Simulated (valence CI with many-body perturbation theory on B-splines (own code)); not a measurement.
**Nb XXXV: E2, M1, M2 decay**

Method: valence CI with perturbative core correlation (CI+MBPT): five valence electrons over a frozen Dirac-Fock core [He], radial functions for each j: 9 s, 9 p, 8 d, 6 f, 3 g, 1 h, with the one-electron correlation potential Σ1 (screened to all orders), the two-electron term Σ2, the three-electron term Σ3, Breit, model QED; selected single and double excitations, second order for the rest (own B-spline code, finite nucleus).

No measured spectrum was set against this ion. As an estimate, large intervals hold to a few tenths of a per cent, small ones and those within an open d or f shell to about a per cent. Among the levels kept, up to 2100 cm⁻¹ of a level comes from second order outside the variational space, and about a tenth of that is noise between levels of different J, which matters for small intervals.

Lines 1 to 50 of 57 in falling wavelength, among levels below 23051 × 10³ cm⁻¹, chosen from the decays that carry over 1 % of a level's rate. Wavelengths and rates use the calculated energies. Electric multipoles are in the length gauge, E1 and E2 with the static RPA response of the core. S is in atomic units (e²a₀⁴ for E2 and M2, e²a₀⁶ for E3), for M1 in squared Bohr magnetons. Weak lines are less certain than strong ones. Lines between different terms over intervals too small for the method are left out, as are lines whose strength nearly cancels. The highest levels of a list are the least certain.

Levels are named by their leading jj configuration (3d3/2^4 stands for four electrons in 3d with j = 3/2), which in mixed levels can hold well under half, so a name can repeat and another be missing. Letters in brackets count levels of one name in rising energy.

| λ vac (nm) | Upper | Lower | Type | A (s⁻¹) | S (a.u.) |
| --- | --- | --- | --- | --- | --- |
| 14.09 | (2s^2 2p1/2 2p3/2^2) J=3/2 | (2s^2 2p1/2^2 2p3/2) J=3/2 | M1 | 7.59e+06 | 3.15e+00 |
| 14.06 | (2s^2 2p3/2^3) J=3/2 | (2s^2 2p1/2 2p3/2^2) J=1/2 | M1 | 1.82e+06 | 7.52e-01 |
| 11.99 | (2s^2 2p1/2 2p3/2^2) J=5/2 | (2s^2 2p1/2^2 2p3/2) J=3/2 | M1 | 1.37e+06 | 5.25e-01 |
| 11.43 | (2s^2 2p3/2^3) J=3/2 | (2s^2 2p1/2 2p3/2^2) J=5/2 | M1 | 3.17e+06 | 7.02e-01 |
| 10.03 | (2s^2 2p1/2 2p3/2^2) J=1/2 | (2s^2 2p1/2^2 2p3/2) J=3/2 | M1 | 7.22e+06 | 5.40e-01 |
| 10.01 | (2s^2 2p3/2^3) J=3/2 | (2s^2 2p1/2 2p3/2^2) J=3/2 | M1 | 1.40e+07 | 2.09e+00 |
| 0.5196 | (2s^2 2p1/2 2p3/2 3d5/2) J=9/2 | (2s 2p1/2 2p3/2^3) J=5/2 | E2 | 2.19e+08 | 7.42e-06 |
| 0.4988 | (2s^2 2p3/2^2 3d5/2) J=9/2 | (2s 2p1/2 2p3/2^3) J=5/2 | E2 | 2.29e+08 | 6.32e-06 |
| 0.4897 | (2s^2 2p1/2 2p3/2 3p1/2) J=3/2 [a] | (2s^2 2p1/2 2p3/2^2) J=1/2 | E2 | 5.88e+09 | 5.91e-05 |
| 0.4880 | (2s^2 2p1/2 2p3/2 3p1/2) J=5/2 | (2s^2 2p1/2 2p3/2^2) J=1/2 | E2 | 9.69e+09 | 1.44e-04 |
| 0.4867 | (2s^2 2p1/2 2p3/2 3p1/2) J=1/2 | (2s^2 2p1/2 2p3/2^2) J=5/2 | E2 | 1.52e+10 | 7.43e-05 |
| 0.4843 | (2s^2 2p3/2^2 3p1/2) J=3/2 | (2s^2 2p3/2^3) J=3/2 | E2 | 1.35e+10 | 1.29e-04 |
| 0.4841 | (2s^2 2p1/2 2p3/2 3p1/2) J=5/2 | (2s^2 2p1/2 2p3/2^2) J=5/2 | E2 | 3.44e+10 | 4.90e-04 |
| 0.4841 | (2s^2 2p1/2^2 3p1/2) J=1/2 | (2s^2 2p1/2^2 2p3/2) J=3/2 | E2 | 5.91e+10 | 2.80e-04 |
| 0.4838 | (2s^2 2p1/2 2p3/2 3p1/2) J=1/2 | (2s^2 2p1/2 2p3/2^2) J=3/2 | E2 | 2.19e+10 | 1.04e-04 |
| 0.4836 | (2s^2 2p3/2^2 3p1/2) J=5/2 | (2s^2 2p3/2^3) J=3/2 | E2 | 3.95e+10 | 5.59e-04 |
| 0.4833 | (2s^2 2p1/2 2p3/2 3p3/2) J=3/2 [a] | (2s^2 2p1/2 2p3/2^2) J=1/2 | E2 | 3.79e+09 | 3.57e-05 |
| 0.4829 | (2s^2 2p1/2 2p3/2 3p1/2) J=3/2 [a] | (2s^2 2p1/2 2p3/2^2) J=3/2 | E2 | 3.90e+10 | 3.66e-04 |
| 0.4828 | (2s 2p1/2^2 2p3/2 3p3/2) J=7/2 | (2s 2p1/2^2 2p3/2^2) J=5/2 | E2 | 1.16e+10 | 2.17e-04 |
| 0.4815 | (2s^2 2p1/2 2p3/2 3p3/2) J=3/2 [b] | (2s^2 2p1/2 2p3/2^2) J=1/2 | E2 | 1.27e+10 | 1.17e-04 |
| 0.4813 | (2s^2 2p1/2 2p3/2 3p1/2) J=5/2 | (2s^2 2p1/2 2p3/2^2) J=3/2 | E2 | 8.63e+09 | 1.19e-04 |
| 0.4812 | (2s^2 2p1/2 2p3/2 3p1/2) J=3/2 [b] | (2s^2 2p1/2 2p3/2^2) J=5/2 | E2 | 3.62e+10 | 3.34e-04 |
| 0.4810 | (2s^2 2p1/2 2p3/2 3p3/2) J=5/2 [a] | (2s^2 2p1/2 2p3/2^2) J=5/2 | E2 | 5.19e+09 | 7.15e-05 |
| 0.4805 | (2s^2 2p3/2^2 3p3/2) J=5/2 | (2s^2 2p3/2^3) J=3/2 | E2 | 1.83e+10 | 2.51e-04 |
| 0.4805 | (2s^2 2p3/2^2 3p3/2) J=1/2 | (2s^2 2p3/2^3) J=3/2 | E2 | 2.80e+10 | 1.28e-04 |
| 0.4804 | (2s^2 2p1/2 2p3/2 3p3/2) J=1/2 [a] | (2s^2 2p1/2 2p3/2^2) J=5/2 | E2 | 5.04e+09 | 2.30e-05 |
| 0.4804 | (2s^2 2p3/2^2 3p3/2) J=7/2 | (2s^2 2p3/2^3) J=3/2 | E2 | 9.83e+09 | 1.80e-04 |
| 0.4801 | (2s^2 2p1/2 2p3/2 3p3/2) J=5/2 [b] | (2s^2 2p1/2 2p3/2^2) J=1/2 | E2 | 1.46e+10 | 2.00e-04 |
| 0.4795 | (2s^2 2p1/2 2p3/2 3p3/2) J=3/2 [a] | (2s^2 2p1/2 2p3/2^2) J=5/2 | E2 | 5.20e+09 | 4.71e-05 |
| 0.4786 | (2s^2 2p1/2 2p3/2 3p3/2) J=7/2 | (2s^2 2p1/2 2p3/2^2) J=5/2 | E2 | 1.83e+10 | 3.29e-04 |
| 0.4782 | (2s^2 2p3/2^2 3p1/2) J=1/2 | (2s^2 2p3/2^3) J=3/2 | E2 | 1.35e+10 | 6.01e-05 |
| 0.4782 | (2s^2 2p1/2 2p3/2 3p3/2) J=5/2 [a] | (2s^2 2p1/2 2p3/2^2) J=3/2 | E2 | 1.51e+10 | 2.02e-04 |
| 0.4776 | (2s^2 2p1/2 2p3/2 3p3/2) J=1/2 [a] | (2s^2 2p1/2 2p3/2^2) J=3/2 | E2 | 2.18e+10 | 9.66e-05 |
| 0.4776 | (2s^2 2p1/2^2 3p3/2) J=3/2 | (2s^2 2p1/2^2 2p3/2) J=3/2 | E2 | 3.10e+10 | 2.75e-04 |
| 0.4767 | (2s^2 2p1/2 2p3/2 3p3/2) J=3/2 [a] | (2s^2 2p1/2 2p3/2^2) J=3/2 | E2 | 1.07e+10 | 9.42e-05 |
| 0.4759 | (2s^2 2p3/2^2 3p3/2) J=3/2 [a] | (2s^2 2p3/2^3) J=3/2 | E2 | 4.11e+10 | 3.58e-04 |
| 0.4758 | (2s^2 2p1/2 2p3/2 3p3/2) J=7/2 | (2s^2 2p1/2 2p3/2^2) J=3/2 | E2 | 2.02e+09 | 3.53e-05 |
| 0.4747 | (2s^2 2p1/2 2p3/2 3p3/2) J=1/2 [b] | (2s^2 2p1/2 2p3/2^2) J=5/2 | E2 | 4.97e+10 | 2.14e-04 |
| 0.4740 | (2s^2 2p3/2^2 3d5/2) J=9/2 | (2s 2p1/2^2 2p3/2^2) J=5/2 | E2 | 3.65e+08 | 7.79e-06 |
| 0.4719 | (2s^2 2p1/2 2p3/2 3p3/2) J=1/2 [b] | (2s^2 2p1/2 2p3/2^2) J=3/2 | E2 | 2.38e+10 | 9.94e-05 |
| 0.4678 | (2s^2 2p1/2 2p3/2 3d5/2) J=9/2 | (2s^2 2p1/2 2p3/2^2) J=5/2 | M2 | 5.13e+08 | 1.03e-05 |
| 0.4625 | (2s^2 2p1/2 2p3/2 3p3/2) J=5/2 [a] | (2s^2 2p1/2^2 2p3/2) J=3/2 | E2 | 9.23e+09 | 1.05e-04 |
| 0.4619 | (2s^2 2p1/2 2p3/2 3p3/2) J=1/2 [a] | (2s^2 2p1/2^2 2p3/2) J=3/2 | E2 | 8.99e+09 | 3.38e-05 |
| 0.4611 | (2s^2 2p3/2^2 3p3/2) J=5/2 | (2s^2 2p1/2 2p3/2^2) J=5/2 | E2 | 1.96e+10 | 2.19e-04 |
| 0.4611 | (2s^2 2p1/2 2p3/2 3p3/2) J=3/2 [a] | (2s^2 2p1/2^2 2p3/2) J=3/2 | E2 | 2.21e+10 | 1.65e-04 |
| 0.4611 | (2s^2 2p3/2^2 3p3/2) J=1/2 | (2s^2 2p1/2 2p3/2^2) J=5/2 | E2 | 1.12e+10 | 4.17e-05 |
| 0.4610 | (2s^2 2p3/2^2 3p3/2) J=7/2 | (2s^2 2p1/2 2p3/2^2) J=5/2 | E2 | 1.65e+10 | 2.46e-04 |
| 0.4603 | (2s^2 2p1/2 2p3/2 3p3/2) J=7/2 | (2s^2 2p1/2^2 2p3/2) J=3/2 | E2 | 2.98e+10 | 4.39e-04 |
| 0.4590 | (2s^2 2p3/2^2 3p1/2) J=1/2 | (2s^2 2p1/2 2p3/2^2) J=5/2 | E2 | 5.84e+09 | 2.13e-05 |
| 0.4585 | (2s^2 2p3/2^2 3p3/2) J=3/2 [b] | (2s^2 2p1/2 2p3/2^2) J=1/2 | E2 | 2.80e+10 | 2.02e-04 |
